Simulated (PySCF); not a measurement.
# Name the molecule from its bond curve

A diatomic of charge -1 contains Ca. Its singlet curve at r²SCAN in a double-zeta basis (no relativity, PySCF), in eV from the separated fragments:

```
R (Å)  E (eV)
3.407  -0.473
3.566  -0.532
3.724  -0.563
3.843  -0.574
3.962  -0.577
4.081  -0.573
4.239  -0.560
4.437  -0.536
4.675  -0.502
4.992  -0.452
```

The fit gives ωe = 94.0 cm⁻¹ and the rotational constant Bₑ = 0.07432 cm⁻¹.

Task: Which atom is the partner?

Result: The minimum lies at 3.942 Å, so the reduced mass is 16.8576 u Å² cm⁻¹/(Bₑ·Re²) = 14.60 u. With Ca at 39.96 u the partner weighs about 23.0 u: Na. The molecule is NaCa⁻.

Closed-shell solutions of metal pairs were not tested for spin polarisation, which can lower them a little. The highest Kohn–Sham level is positive in this anion. Much of that is self-interaction error, but it also means that the finite basis helps to hold the extra electron.
